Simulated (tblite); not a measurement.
Species: C2H6N2OSi.
SMILES with atom numbers: `[H]/[N:1]=[CH:2]\[SiH2:3][NH:4][CH:5]=[O:6]` (hydrogens: H7 on N1; H8 on C2; H9, H10 on Si3; H11 on N4; H12 on C5)

Computed with GFN2-xTB (tblite), gas phase: L-BFGS steps from a force-field or distance-geometry start until the largest atomic force falls under 0.01 eV/Å.

Step 1: E = -515.5919 eV
```
atom  x, y, z in Å  |  force x, y, z in eV/Å
N1     -1.5506   -1.4913   -0.5485    0.264  -1.342  -1.259
C2     -1.6790   -0.5821    0.2733   -0.100   1.587   1.490
Si3    -0.2685    0.4747    1.0045   -0.140   0.175   0.653
N4      0.9270    0.8970   -0.2095   -0.140   0.138   0.079
C5      1.4958   -0.0272   -1.0138    0.430   1.411  -0.200
O6      1.2403   -1.1928   -1.0520   -0.178  -0.586   0.248
H7     -0.5650   -1.6388   -0.8474   -0.771  -0.129   0.081
H8     -2.6756   -0.3258    0.6895    0.269  -0.449  -0.462
H9     -0.7843    1.7603    1.4918    0.030   0.003  -0.173
H10     0.4173   -0.1815    2.1195    0.023  -0.123  -0.073
H11     1.1984    1.8804   -0.2462    0.160  -0.673  -0.294
H12     2.2455    0.4264   -1.6872    0.153  -0.013  -0.088
```

Step 2: E = -515.6526 eV
```
atom  x, y, z in Å  |  force x, y, z in eV/Å
N1     -1.5495   -1.4987   -0.5556   -0.262   0.032   0.036
C2     -1.6784   -0.5719    0.2829    0.190   0.176   0.202
Si3    -0.2705    0.4779    1.0149   -0.042   0.049   0.371
N4      0.9249    0.8939   -0.2095   -0.174   0.342   0.185
C5      1.5000   -0.0143   -1.0166    0.076   0.152  -0.117
O6      1.2395   -1.1925   -1.0481    0.068   0.281   0.209
H7     -0.5745   -1.6405   -0.8465   -0.342  -0.168  -0.032
H8     -2.6726   -0.3315    0.6837    0.067  -0.346  -0.335
H9     -0.7836    1.7597    1.4892   -0.013   0.137  -0.115
H10     0.4174   -0.1829    2.1180    0.071  -0.157   0.016
H11     1.2014    1.8744   -0.2503    0.126  -0.578  -0.248
H12     2.2473    0.4258   -1.6882    0.235   0.080  -0.172
```

Problem. Estimate the geometry and energy of step 3. (The exact step hangs on the optimiser's Hessian estimate; all steps are aligned on step 2, rigid shifts and turns removed.)

Solution. E = -515.6825 eV, largest force 0.556 eV/Å
```
atom  x, y, z in Å  |  force x, y, z in eV/Å
N1     -1.5547   -1.4983   -0.5551   -0.327   0.330   0.306
C2     -1.6738   -0.5671    0.2881    0.196  -0.201  -0.120
Si3    -0.2724    0.4809    1.0284    0.077  -0.010   0.068
N4      0.9203    0.8967   -0.2063   -0.151  -0.103   0.072
C5      1.5031   -0.0065   -1.0204   -0.108   0.118   0.127
O6      1.2409   -1.1839   -1.0418    0.090   0.168   0.127
H7     -0.5859   -1.6446   -0.8466   -0.158  -0.192  -0.089
H8     -2.6700   -0.3411    0.6743   -0.069  -0.223  -0.204
H9     -0.7834    1.7617    1.4854   -0.059   0.243  -0.050
H10     0.4186   -0.1865    2.1172    0.118  -0.193   0.113
H11     1.2058    1.8613   -0.2573    0.186  -0.069  -0.194
H12     2.2527    0.4269   -1.6919    0.205   0.132  -0.157
```

The energy changes by -0.0299 eV. The first-order estimate −F·Δx gives -0.0419 eV and the mean of the old and new forces, exact on a quadratic surface, -0.0299 eV. The step makes an angle of 17° with the force vector and moves no atom by more than 0.016 Å.

The cost below is that of the whole relaxation. Time: 0.5 s. Hardware: Arm Neoverse N1, one thread (shared host).
